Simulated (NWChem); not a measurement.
System: SnH₂O, singlet; SMILES [OH][SnH]

All runs: NWChem. Medium grid unless said otherwise, to which SCAN and Minnesota functionals are sensitive. Low-valent species are run as closed-shell singlets; no triplet was tried in these runs. All runs use the structure optimised with PBE0/def2-SVP. def2 effective core potentials on Sn; no spin-orbit coupling.

Task: Order these by “dipole (D)”, lowest first: r2SCAN0/def2-SVP; B3LYP/def2-SVP; MPW1K/def2-SVP; PBE/def2-SVP.

Result: PBE/def2-SVP (0.97), B3LYP/def2-SVP (1.15), r2SCAN0/def2-SVP (1.31), MPW1K/def2-SVP (1.41)
